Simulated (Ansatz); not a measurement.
Born–Oppenheimer molecular dynamics of H6O2W (9 atoms, charge 0, multiplicity 1). It goes on from the last frame of an earlier run, with new velocities.

These are results of RKS PBE/def2-SVP (Ansatz 0.2.0), not measurements.

```
ensemble                      : NVE (velocity Verlet)
time step                     : 1 fs
steps asked                   : 166
starting velocities drawn for : 1000 K
masses                        : H 10 u
seed                          : 118925
```

First frame:

```xyz
9
Properties=species:S:1:pos:R:3
W -0.058 0.420 0.370
O -0.106 -0.199 2.130
H -0.981 -0.540 2.232
H 1.511 0.610 0.955
O 0.528 2.163 -0.424
H 0.291 2.606 -1.345
H -1.251 -0.878 0.392
H 1.541 0.279 -0.338
H -0.727 -0.571 -0.643
```

**Question.** How far do the bonds stretch over the last three quarters of this one trajectory? (Pairs bonded in most of those frames.)

**Answer.** 
```json
{"bond": "W1–O2", "mean (Å)": "1.964", "spread (Å)": "0.085", "shortest": "1.83", "longest": "2.18"}
{"bond": "W1–H4", "mean (Å)": "1.745", "spread (Å)": "0.070", "shortest": "1.59", "longest": "1.88"}
{"bond": "W1–O5", "mean (Å)": "1.914", "spread (Å)": "0.061", "shortest": "1.82", "longest": "2.01"}
{"bond": "W1–H7", "mean (Å)": "1.812", "spread (Å)": "0.116", "shortest": "1.69", "longest": "2.06"}
{"bond": "W1–H8", "mean (Å)": "1.828", "spread (Å)": "0.123", "shortest": "1.60", "longest": "1.98"}
{"bond": "W1–H9", "mean (Å)": "1.780", "spread (Å)": "0.158", "shortest": "1.49", "longest": "2.03"}
{"bond": "O2–H3", "mean (Å)": "0.980", "spread (Å)": "0.019", "shortest": "0.93", "longest": "1.02"}
{"bond": "O5–H6", "mean (Å)": "0.998", "spread (Å)": "0.053", "shortest": "0.90", "longest": "1.07"}
```

Pairs bonded in part of these frames only: W1–H3 10 %, W1–H6 21 %, H7–H8 9 %.

Mean temperature of the second half: 2361 K. The conserved energy stayed within 0.52 meV per atom of its start (net change -0.18 meV per atom), so the integration is sound. The kinetic energy rose, since the run started high on the potential surface and went downhill. A run of 0.17 ps of so small a system gives no equilibrium averages.

The run took 3.6 min on 2 threads of Intel(R) Xeon(R) Platinum 8375C CPU @ 2.90GHz (Ice Lake) (shared host), peak memory 0.14 GiB.
